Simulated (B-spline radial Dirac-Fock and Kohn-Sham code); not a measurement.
Elastic and transport cross sections of potassium for electrons

Method: relativistic (Dirac) partial waves in the static field of the Dirac-Fock atom with Furness-McCarthy exchange, without polarisation or absorption potentials. Computed with a radial atomic solver. σ_tr1 and σ_tr2 weight the cross section with 1 − P₁ and 1 − P₂ of cos θ; "backward" is the share scattered beyond 90°.

```csv
energy (eV),σ (a₀²),σ_tr1 (a₀²),σ_tr2 (a₀²),σ/σ_tr1,backward (%)
20000,0.676,0.00572,0.0138,118,0.087
24100,0.575,0.00413,0.0101,139,0.070
29900,0.477,0.00282,0.00696,169,0.054
30000,0.476,0.00281,0.00692,169,0.054
31300,0.459,0.00261,0.00644,176,0.051
41700,?,?,?,?,?
45900,0.331,0.00133,0.00334,249,0.032
50000,0.308,0.00114,0.00289,269,0.029
52000,0.298,0.00107,0.00270,279,0.028
52100,0.298,0.00106,0.00269,280,0.028
56100,0.280,0.000935,0.00237,299,0.025
66200,0.245,0.000700,0.00179,349,0.021
94500,0.185,0.000378,0.000982,490,0.013
100000,0.178,0.000343,0.000893,517,0.012
118000,0.157,0.000259,0.000678,608,0.0098
200000,0.111,0.000107,0.000287,1040,0.0047
300000,0.0895,5.59e-05,0.000151,1600,0.0026
```

Q: Fill in the row for 41.7 keV.

A: σ = 0.359 a₀², σ_tr1 = 0.00157 a₀², σ_tr2 = 0.00394 a₀², σ/σ_tr1 = 228, backward 0.036 %. The ratio σ/σ_tr1 is roughly the number of elastic collisions that randomise the direction.
